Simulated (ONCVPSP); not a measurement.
# Fe, ONCV: configuration errors across variants

| Quantity | Value |
| --- | --- |
| Element | Fe |
| Generator | ONCVPSP 4.0.1 |
| Type | optimised norm-conserving Vanderbilt (ONCV) |
| Functional | LDA (Perdew-Zunger) |
| Relativity | fully relativistic |
| Frozen core | [Ne] |
| Valence charge | 16 |
| Reference configuration | 3s2 3p6 3d6 4s1.75 (charge +0.25) |
| Partial waves | 3s+4s: rc 1.15 bohr, ncon 3, nbas 6, qcut 11.2 1/bohr, 2 projectors; 3p: rc 1.15 bohr, ncon 4, nbas 7, qcut 14.3 1/bohr, 2 projectors, debl 1.3 Ha; 3d: rc 1.05 bohr, ncon 4, nbas 9, qcut 16.8 1/bohr, 2 projectors, debl 3.7 Ha |
| Local potential | polynomial inside 1.00 bohr (lpopt 5, dvloc0 0 Ha) |
| Core correction | none |

Open shells are filled in proportion to 2j + 1.

In the p channel the program set the typed energies aside and used -2.257, 0.250 Ha (j = l + 1/2; the other j can differ).

All-electron excitation energies from the reference (eV): (1) 3s2 3p6 3d6 4s2 -1.582; (2) 3s2 3p6 3d6 4s1 7.399; (3) 3s2 3p6 3d6 4s0 23.891; (4) 3s2 3p6 3d6 4s1.5 2.014.

2 further variants failed, have other tests or too few solved ones, and are left out.

Errors AE − PS in meV (a dash: test not solved or not reliable):

| change | (1) | (2) | (3) | (4) | bound ghosts | GHOST(+) flags above zero |
| --- | --- | --- | --- | --- | --- | --- |
| base | 0.0 | +0.4 | +2.4 | +0.1 | none | none |
| d: qcut 10.5 | 0.0 | +0.5 | +3.2 | +0.1 | none | none |
| d: qcut 12.3 | 0.0 | +0.5 | +2.8 | +0.1 | none | none |
| d: qcut 17.7 | 0.0 | +0.4 | +2.3 | +0.1 | none | none |
| d: qcut 19.9 | 0.0 | +0.4 | +2.2 | +0.1 | none | none |

Give the same row for: d: qcut 15.8.

0.0, +0.4, +2.5, +0.1; bound ghosts: none; GHOST(+) flags above zero: none.
